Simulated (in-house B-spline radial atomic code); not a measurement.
Settings and results of a run for V II (V+) (an excited or competing configuration). Level of theory: Dirac-Hartree-Fock, average of the jj configuration, Fermi nucleus of rms radius 3.6002 fm; calculated with a radial B-spline atomic code at the basis-set limit.

In the input, a minus or plus after the letter marks the j = l - 1/2 or j = l + 1/2 subshell.

Command:
```bash
python run_scf.py task.json out
```
Settings (nuclear radius in fm, mass in u):
```
Z                23
configuration    1s2 2s2 2p6 3s2 3p-1 3p+4 3d-4 7g+1
hamiltonian      dirac
method           hf
spin_polarised   False
nucleus          fermi
rms_radius       3.6002
atomic_mass      50.94396
speed_of_light   137.035999084
```

Output (hartree, bohr):
```
 radial grid: 94 intervals, B-splines of order 8, outer radius 173.4 bohr

 iter        energy (Eh)    residual
    1       -937.4502898    3.57e-01
    2       -943.3693623    3.05e-01
    3       -945.5738733    9.34e-02
    4       -945.8320988    2.97e-02
    5       -945.8570446    1.75e-02
    6       -945.8619940    3.61e-03
    7       -945.8622072    7.25e-04
    8       -945.8622214    7.17e-05
    9       -945.8622215    1.96e-06
   10       -945.8622215    2.34e-07

 total energy                     -945.862222
 kinetic                            956.71401
 electron-nucleus                 -2241.58729
 electron-electron                  339.01106

 first-order corrections (not in the total)
   Gaunt                            0.33492
   retardation                     -0.02826
   frequency dependence            -0.00062
   self-energy                      0.22193
   Uehling                         -0.01754
   Wichmann-Kroll                   0.00008
   recoil                           0.00804

 orbital      occ     eigenvalue          <r>       <r^2>       <1/r>       <r^4>       r_max    small
 1s1/2      2.000     -203.74851    0.0663778  0.00592547     22.8491 9.06264e-05     0.04351  6.81e-03
 2s1/2      2.000      -24.86020     0.305642    0.110378     4.85034   0.0213572      0.2545  1.22e-03
 2p1/2      2.000      -20.95611     0.272085   0.0912972      4.7452   0.0172358      0.2069  1.18e-03
 2p3/2      4.000      -20.67656     0.273336   0.0918116     4.69856   0.0171484      0.2086  1.17e-03
 3s1/2      2.000       -3.80665     0.946517     1.03099     1.47585     1.70944      0.8178  2.45e-04
 3p1/2      1.000       -2.87925      1.00377     1.18205     1.36257     2.40589      0.8416  2.17e-04
 3p3/2      4.000       -2.59193      1.01453     1.20639     1.33755     2.50267      0.8475  2.10e-04
 3d3/2      4.000       -1.02855      1.28519     2.08693     1.01788     9.79293      0.8934  1.31e-04
 7g9/2      1.000       -0.04082      31.7474     1139.09   0.0408239 1.74067e+06       35.25  1.09e-06
```

Time taken, with all properties: 4.7 s on 1 thread of Arm Neoverse V1 (shared host).

For the Dirac Hamiltonian the kinetic term is c α·p + (β - 1)c².
